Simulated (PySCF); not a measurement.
# Structure revision by computed shifts

A compound C$_{7}$H$_{7}$FO gives the data below (simulated from a calculation) and was assigned the structure `OCc1ccc(F)cc1`.

¹³C{¹H} NMR (computed): δ 174.8 (C), 169.5 (C), 137.2 (CH), 117.9 (CH), 111.4 (CH), 101.9 (CH), 57.0 (CH3).

¹H NMR (300 MHz, computed): δ 7.45 (m, 1H), 6.93 (d, 1H), 6.80 (m, 1H), 6.66 (m, 1H), 3.74 (s, 3H).

PySCF 2.14.0 with density-fitted response routines calculation with geometry: PBE0-D3(BJ)/def2-TZVP and GIAO B97-2/pcSseg-2 shieldings; fast rotation and ring inversion assumed for equivalent nuclei, a single conformation, no solvent, relativity neglected.

Shifts are taken against calculated references (same method and geometry level): TMS for ¹H and ¹³C.

(1) Compare with the shifts computed for the proposed structure, pairing carbons in order of shift.

(2) Which isomer fits?

Answers

(1) Numbering as in the mapped SMILES `[OH:1][CH2:2][c:3]1[cH:4][cH:5][c:6]([F:7])[cH:8][cH:9]1`; H(Xn) means a hydrogen on atom n.

```
atom  computed for proposal  given list  difference
  C6                  173.0       174.8        -1.8
  C3                  146.0       169.5       -23.5
  C4                  135.4       137.2        -1.8
  C9                  135.4       117.9       +17.5
  C5                  121.4       111.4       +10.0
  C8                  121.4       101.9       +19.5
  C2                   71.4        57.0       +14.4
```

The rms difference is 14.9 ppm and the largest -23.5 ppm at C3 (substituted aromatic carbon). The proposal also would give 5 carbon signals, not 7. The carbon types in order of shift don't match either: C, C, CH, CH, CH, CH, CH2 for the proposal against C, C, CH, CH, CH, CH, CH3 in the data. The proposal doesn't fit.

(2) SMILES COc1cccc(F)c1.

Carbon types of the structure: 2 × C, 4 × CH, 1 × CH3, which accounts for all hydrogens. δC 174.8: aromatic carbon bearing fluorine; an ipso carbon deshielded by its heteroatom. δC 169.5: aromatic carbon bearing oxygen; σ withdrawal by the attached heteroatom moves it downfield of the ring CH carbons. δC 137.2, 117.9, 111.4, 101.9: aromatic CH. δH 7.45, 6.93, 6.80, 6.66: hydrogen on an aromatic CH.

Other isomers checked: OCc1ccccc1F (rms 16.8 ppm).

The shifts were computed for this structure.

Splittings by ¹⁹F in the carbon and heteronuclear signals aren't shown, as no couplings were computed. Shifts are as computed. Against solution values, carbons near 30 ppm lie about +3 ppm off and those near 130 ppm about +7 ppm. Of 1309 compounds with measured shifts, 239 miss one by over three times the rms of a fit or turn the order of signals round; such compounds aren't used in these exercises. Multiplicities follow the n + 1 count of equivalent neighbours, as no J values were calculated; m marks all less simple cases, F and P coupling included.
